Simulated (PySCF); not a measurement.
C2H6AlBrO.
SMILES with atom numbers: `[CH3:1][CH2:2][O:3][AlH:4][Br:5]` (hydrogens: H6, H7, H8 on C1; H9, H10 on C2; H11 on Al4)

Method used: PBE0-D3(BJ)/def2-SVP geometry optimisation, gas phase (PySCF).

**Question.** What internal coordinates does the optimisation give?

**Answer.** 
| bond | length (pm) | order |
| --- | --- | --- |
| C1–C2 | 151.4 | single |
| C2–O3 | 140.1 | single |
| O3–Al4 | 169.0 | single |
| Al4–Br5 | 225.5 | single |
| C1–H6, C1–H7, C1–H8 | 110.1 | single |
| C2–H9, C2–H10 | 110.6 | single |
| Al4–H11 | 156.7 | single |

Bonds in one row agree within 1 pm and their mean is given. Orders are formal, as drawn. A selection of angles:
| angle | degrees |
| --- | --- |
| C2–C1–H6 | 110.7 |
| H6–C1–H7 | 108.3 |
| C1–C2–O3 | 111.4 |
| C1–C2–H9 | 109.5 |
| O3–C2–H9 | 110.8 |
| O3–C2–H10 | 108.2 |
| H9–C2–H10 | 106.8 |
| C2–O3–Al4 | 134.3 |
| O3–Al4–Br5 | 116.5 |
| O3–Al4–H11 | 120.6 |
| Br5–Al4–H11 | 122.8 |

Dihedral angles: C1–C2–O3–Al4 -92° (anticlinal); C2–O3–Al4–Br5 -4° (synperiplanar). The mirror-image conformer, all signs reversed, is as good.

O3 (oxygen bonded to Al and C) is bent (angle 134.3°). Al4 (aluminium bonded to Br, O and H) is planar (angles 122.8°, 120.6° and 116.5°, sum 360.0°, 0.00 Å off the plane of its three neighbours).

Point group: C1 (no symmetry element, even within 0.4 Å). No PBE0-D3(BJ)/def2-SVP frequencies stand behind this structure, so it isn't proved a minimum. The numbers are those of one conformer.
